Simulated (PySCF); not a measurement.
Compound: C5H5Al.
Bonds: C1–C2 (triple), C2–Al3, Al3–C4, Al3–C5, C5–C6 (triple). Hydrogens: H7 on C1; H8, H9, H10 on C4; H11 on C6.

Computed by this run: PySCF 2.14.0, PBE0-D3(BJ)/def2-SVP geometry optimisation, gas phase; density fitting, grid level 1; the optimiser is geomeTRIC in internal coordinates, started from a GFN2-xTB structure with every atom displaced at random (about 0.01 Å).

Step 0: E = -11844.7992 eV
```
atom  x, y, z in Å  |  force x, y, z in eV/Å
C1      1.7065    2.5828    0.4097    0.432   0.887   0.131
C2      1.0332    1.5976    0.2124   -1.005  -1.706  -0.311
Al3    -0.0434   -0.0024   -0.1031    0.721  -0.039   0.043
C4     -1.9639    0.1188   -0.2957   -0.559   0.032   0.855
C5      0.8824   -1.7256   -0.2139   -1.396   2.752   0.162
C6      1.4456   -2.7841   -0.2690    0.721  -1.445  -0.068
H7      2.2618    3.4815    0.5731    0.212   0.201   0.063
H8     -2.4626   -0.8532   -0.1577    0.113  -0.143  -0.003
H9     -2.3047    0.4804   -1.2619    0.033   0.233  -0.620
H10    -2.4494    0.8024    0.4427    0.397  -0.179  -0.213
H11     1.9326   -3.7241   -0.3124    0.332  -0.592  -0.039
```

Question: Estimate the geometry and energy of step 1. (The exact step hangs on the optimiser's Hessian estimate; all steps are aligned on step 0, rigid shifts and turns removed.)

Answer: E = -11844.8896 eV, largest force 0.227 eV/Å
```
atom  x, y, z in Å  |  force x, y, z in eV/Å
C1      1.6463    2.5177    0.3983   -0.037  -0.070  -0.051
C2      1.0124    1.5007    0.1574   -0.014   0.140   0.061
Al3    -0.0668   -0.0489   -0.1296    0.000  -0.007  -0.016
C4     -1.9942    0.1329   -0.2849    0.046  -0.028  -0.190
C5      0.8761   -1.7050   -0.2037    0.065  -0.202  -0.043
C6      1.4943   -2.7588   -0.2593   -0.067   0.070   0.018
H7      2.2077    3.4116    0.6033    0.031   0.024   0.009
H8     -2.5628   -0.7934   -0.1189    0.042  -0.051   0.036
H9     -2.2881    0.5199   -1.2782    0.074  -0.018   0.043
H10    -2.3256    0.8842    0.4426   -0.133   0.121   0.139
H11     2.0387   -3.6869   -0.3027   -0.008   0.021  -0.004
```

The energy changes by -0.0904 eV. The first-order estimate −F·Δx gives -0.2170 eV and the mean of the old and new forces, exact on a quadratic surface, -0.0913 eV. The step makes an angle of 81° with the force vector and moves no atom by more than 0.148 Å.

What follows is the cost of the whole optimisation. The run took 24 s on an Arm Neoverse V1 with one thread, shared host with 32 logical CPUs at a one-minute load of 16, and the process peaked at 0.46 GiB of memory.
